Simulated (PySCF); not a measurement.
Computed IR spectrum (relative IR intensity) of a molecule C2H6N, multiplicity 2. The structure is a stationary point at ωB97X-D3(BJ)/def2-TZVP. The values are those of a single conformer. Calculation: ωB97X-D3(BJ)/def2-TZVP run with PySCF. No scaling factor is applied to the harmonic values.

ν (cm⁻¹): 155 (vw), 439 (vw), 943 (w), 946 (w), 1236 (w), 1424 (m), 1501 (m), 2983 (m), 2992 (s), 3038 (vs), 3135 (vs) (against the strongest line: vs over 80 %, s over 45 %, m over 15 %, w over 4 %, vw less)

Task: Which molecule gave these data?
A. C[CH]N
B. [CH2]CN
C. C[N]C
D. [CH2]NC

Result: C, C[N]C
